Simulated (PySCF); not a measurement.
# Interval between two levels of Te⁺ by level of theory

Te⁺ [Kr] 4d10 5s2 5p3 [4S3/2, M_J = 3/2] → Te⁺ [Kr] 4d10 5s1 5p3 6s1 [6S5/2, M_J = 5/2], as a difference of total energies. Computed with PySCF 2.14 in x2c-SVPall-2c with one added diffuse shell each of s, p type (7s9p4d, 54 functions), with the two-component X2C-1e Hamiltonian. Correlated levels: [Ar] 3d10 frozen; the 6 highest virtual spinors dropped. "Screened" scales the spin-orbit matrix elements by Boettger's factors to mimic the two-electron term; Breit and QED terms are absent.

```json
{"method": "GHF (spin-free)", "interval between two levels (cm⁻¹)": "124940"}
{"method": "GMP2 (spin-free)", "interval between two levels (cm⁻¹)": "131540"}
{"method": "GHF (screened spin-orbit)", "interval between two levels (cm⁻¹)": "125240"}
{"method": "GMP2 (screened spin-orbit)", "interval between two levels (cm⁻¹)": "131800"}
```

The labels give the starting determinants; with spin-orbit coupling the two ends relaxed to ⟨J²⟩ = 3.75, ⟨L²⟩ = 0.10, ⟨S²⟩ = 3.65 and ⟨J²⟩ = 8.75, ⟨L²⟩ = 0.05, ⟨S²⟩ = 8.70.

The promoted electron is Rydberg-like, and one or two diffuse shells describe it only roughly, which tends to raise the upper state.
